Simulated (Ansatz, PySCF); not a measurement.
Torsion H3–C1–S2–H6 in CH4S (SMILES CS); at each angle all else is relaxed with GFN2-xTB, and the levels are single points there.
Geometry at 60° (charge 0, multiplicity 1):
```xyz
6

C     -0.505     0.003     0.005
S      1.151     0.748    -0.139
H     -0.610    -0.470     0.976
H     -1.216     0.817    -0.090
H     -0.654    -0.716    -0.795
H      1.833    -0.384     0.026
```
Energies count from the point at 60°.

Frozen-core correlation. CBS(a, b) extrapolates the correlation energy as X⁻³ and adds the Hartree–Fock energy of set b. Rows in 6-31G* carry no dispersion term and start afresh at each structure (6-31G* with six Cartesian d functions). MP2/6-31G* freezes PySCF's default core.

Codes used: Ansatz (Gaussian orbitals); PySCF for 6-31G* rows, M06-2X, the dispersion terms. Each number belongs to the level named beside it.

Energies in meV.

```json
[
 {"dihedral (°)": "0", "BLYP-D3(BJ)/def2-TZVPP": "47.1", "B3LYP/def2-TZVPP": "49.1", "M06-2X/def2-TZVPP": "51.3", "MP2/6-31G*": "63.2", "CCSD(T)/CBS(cc-pV(T+d)Z, cc-pV(Q+d)Z)": "49.5"},
 {"dihedral (°)": "15", "BLYP-D3(BJ)/def2-TZVPP": "40.6", "B3LYP/def2-TZVPP": "42.2", "M06-2X/def2-TZVPP": "44.1", "MP2/6-31G*": "54.3", "CCSD(T)/CBS(cc-pV(T+d)Z, cc-pV(Q+d)Z)": "42.3"},
 {"dihedral (°)": "30", "BLYP-D3(BJ)/def2-TZVPP": "24.5", "B3LYP/def2-TZVPP": "25.5", "M06-2X/def2-TZVPP": "26.7", "MP2/6-31G*": "32.6", "CCSD(T)/CBS(cc-pV(T+d)Z, cc-pV(Q+d)Z)": "25.2"},
 {"dihedral (°)": "45", "BLYP-D3(BJ)/def2-TZVPP": "8.0", "B3LYP/def2-TZVPP": "8.3", "M06-2X/def2-TZVPP": "8.7", "MP2/6-31G*": "10.5", "CCSD(T)/CBS(cc-pV(T+d)Z, cc-pV(Q+d)Z)": "8.1"},
 {"dihedral (°)": "60", "BLYP-D3(BJ)/def2-TZVPP": "0.0", "B3LYP/def2-TZVPP": "0.0", "M06-2X/def2-TZVPP": "0.0", "MP2/6-31G*": "0.0", "CCSD(T)/CBS(cc-pV(T+d)Z, cc-pV(Q+d)Z)": "0.0"},
 {"dihedral (°)": "75", "BLYP-D3(BJ)/def2-TZVPP": "5.3", "B3LYP/def2-TZVPP": "5.5", "M06-2X/def2-TZVPP": "5.7", "MP2/6-31G*": "7.1", "CCSD(T)/CBS(cc-pV(T+d)Z, cc-pV(Q+d)Z)": "5.3"},
 {"dihedral (°)": "90", "BLYP-D3(BJ)/def2-TZVPP": "21.5", "B3LYP/def2-TZVPP": "22.4", "M06-2X/def2-TZVPP": "23.4", "MP2/6-31G*": "28.8", "CCSD(T)/CBS(cc-pV(T+d)Z, cc-pV(Q+d)Z)": "22.2"},
 {"dihedral (°)": "105", "BLYP-D3(BJ)/def2-TZVPP": "39.4", "B3LYP/def2-TZVPP": "41.1", "M06-2X/def2-TZVPP": "43.0", "MP2/6-31G*": "52.7", "CCSD(T)/CBS(cc-pV(T+d)Z, cc-pV(Q+d)Z)": "41.2"},
 {"dihedral (°)": "120", "BLYP-D3(BJ)/def2-TZVPP": "47.1", "B3LYP/def2-TZVPP": "49.1", "M06-2X/def2-TZVPP": "51.3", "MP2/6-31G*": "63.2", "CCSD(T)/CBS(cc-pV(T+d)Z, cc-pV(Q+d)Z)": "49.5"}
]
```

Ansatz is an electronic-structure program.
